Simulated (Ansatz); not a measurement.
Input (CCSDT(Q)/def2-SVP; Ansatz, a program for electronic structure):

Ansatz 0.2 input:
```yaml
crystal:
  periodic: [false, false, false]
  atoms:
    - {symbol: Bi, position_ang: [0.80742185, 0.42617763, 0.28107635]}
    - {symbol: I, position_ang: [-0.98694290, 1.24680482, -1.59755100]}
    - {symbol: I, position_ang: [-0.27751018, -1.91421507, 1.15737482]}
basis:
  gaussian:
    orbitals: def2-SVP
total_charge: 1
magnetization: {spin_polarized: false}
correlation: {method: ccsdt_q, electrons: outside_noble_gas}
```

Output:

```
Functional definition: HF
integrals: 0.14 GiB planned
1743 factors; integrals over basis functions are off by at most 1.3e-7 eV
mean field: 0.59 GiB planned
mean field evaluation 1: about -21947.9676 eV, gradient 2.3e1 eV
mean field evaluation 2: about -21948.0961 eV, gradient 2.3e1 eV
mean field evaluation 4: about -21950.5178 eV, gradient 1.7e0 eV
mean field evaluation 8: about -21950.5579 eV, gradient 2.9e-1 eV
mean field evaluation 16: about -21947.9667 eV, gradient 2.3e1 eV
mean field -21950.55966512 eV, -806.6681890696 hartree, gradient 1.7e-6 eV, S^2 0.000000; 0 other end points of the search recorded, 0 dependent functions left out
27 core orbitals not correlated
reference -21950.55966512 eV, -806.6681890696 hartree; 9, 9 occupied and 42, 42 virtual orbitals, 1743 factors
second order -7.23172007 eV of doubles, -0.00000000 eV of singles
coupled cluster: 0.78 GiB planned
cycle   1  -7.55735253 eV  change   -3.3e-1 eV  update   1.4e-1
cycle   2  -7.92525746 eV  change   -3.7e-1 eV  update   8.3e-2
cycle   3  -8.26827045 eV  change   -3.4e-1 eV  update   4.6e-2
cycle   4  -8.24205830 eV  change    2.6e-2 eV  update   2.1e-2
cycle   5  -8.22174988 eV  change    2.0e-2 eV  update   1.2e-2
cycle   6  -8.23126740 eV  change   -9.5e-3 eV  update   5.6e-3
cycle   7  -8.23401512 eV  change   -2.7e-3 eV  update   1.9e-3
cycle   8  -8.23316010 eV  change    8.6e-4 eV  update   9.2e-4
cycle   9  -8.23268043 eV  change    4.8e-4 eV  update   2.9e-4
cycle  10  -8.23290704 eV  change   -2.3e-4 eV  update   1.1e-4
cycle  11  -8.23275212 eV  change    1.5e-4 eV  update   6.1e-5
cycle  12  -8.23281697 eV  change   -6.5e-5 eV  update   2.7e-5
cycle  13  -8.23281536 eV  change    1.6e-6 eV  update   1.2e-5
cycle  14  -8.23281301 eV  change    2.4e-6 eV  update   5.1e-6
cycle  15  -8.23281169 eV  change    1.3e-6 eV  update   2.6e-6
cycle  16  -8.23281303 eV  change   -1.3e-6 eV  update   1.1e-6
cycle  17  -8.23281354 eV  change   -5.1e-7 eV  update   6.4e-7
coupled cluster: 0.78 GiB planned
perturbative correction -0.03956432 eV, -0.0014539621 hartree
Total energy: -21958.83204298 eV, -806.9721933487 hartree
```

 The CCSD(T) runs of this state have a T1 diagnostic of up to 0.030.
